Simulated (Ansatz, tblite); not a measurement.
Spin states of BAs2 (the lowest doublet isomer of a short search), each relaxed with PBE-D4/def2-TZVP in Ansatz. Electronic energies in the gas phase.

The xTB rows come from tblite. Correlated methods freeze 19 core orbitals; core or outer-core shells of As are correlated, in sets that lack core-valence functions. HOMO above LUMO, or a gap near zero within one spin, warns that the state may not be the lowest or that an electron is smeared out. The structure comes from a short search, and lower isomers may exist.

Doublet geometry (C2v within 0.1 Å):

| atom | x (Å) | y (Å) | z (Å) |
| --- | --- | --- | --- |
| B1 | -0.639 | 0.152 | -0.376 |
| As2 | 0.104 | -1.506 | -0.026 |
| As3 | 0.534 | 1.353 | 0.402 |

Quartet geometry (D∞h within 0.1 Å):

```xyz
3

B     0.000    0.000    0.000
As    0.160   -1.903   -0.120
As   -0.160    1.903    0.120
```

⟨S²⟩: doublet 0.79 at PBE0-D4/def2-TZVP (pure 0.75), quartet 3.81 at PBE0-D4/def2-TZVP (pure 3.75).

Run but left out: HF/STO-3G, HF/def2-TZVP, HF/def2-TZVPP, MP2/def2-TZVP, MP2/def2-TZVPP, CCSD/def2-TZVPP, CCSD(T)/def2-TZVPP (doublet: ⟨S²⟩ 1.37 to 1.69, where a pure state has 0.75).

Only these spin states were relaxed.

```json
{"level": "LDA (SPW92)/def2-TZVP", "quartet − doublet (kcal/mol)": "24.6", "lowest of these": "doublet", "remarks": "gap within one spin near zero (quartet)"}
{"level": "PBE0-D4/def2-TZVP", "quartet − doublet (kcal/mol)": "12.2", "lowest of these": "doublet", "remarks": "–"}
{"level": "r2SCAN0-D4/def2-TZVP", "quartet − doublet (kcal/mol)": "8.1", "lowest of these": "doublet", "remarks": "spin-contaminated (⟨S²⟩ 0.83) (doublet)"}
{"level": "BHLYP-D4/def2-TZVP", "quartet − doublet (kcal/mol)": "6.7", "lowest of these": "doublet", "remarks": "–"}
{"level": "CAM-B3LYP-D4/def2-TZVP", "quartet − doublet (kcal/mol)": "9.7", "lowest of these": "doublet", "remarks": "–"}
```

Problem. Estimate the rows for GFN1-xTB, GFN2-xTB, PBE-D4/def2-TZVP, r2SCAN-D4/def2-TZVP, RPA@PBE/def2-TZVP.

Solution. 
```csv
level,quartet − doublet (kcal/mol),lowest of these
GFN1-xTB,38.1,doublet
GFN2-xTB,32.2,doublet
PBE-D4/def2-TZVP,17.6,doublet
r2SCAN-D4/def2-TZVP,12.1,doublet
RPA@PBE/def2-TZVP,15.1,doublet
```

The xTB methods have no term that favours high spin, so they put low spin too low.
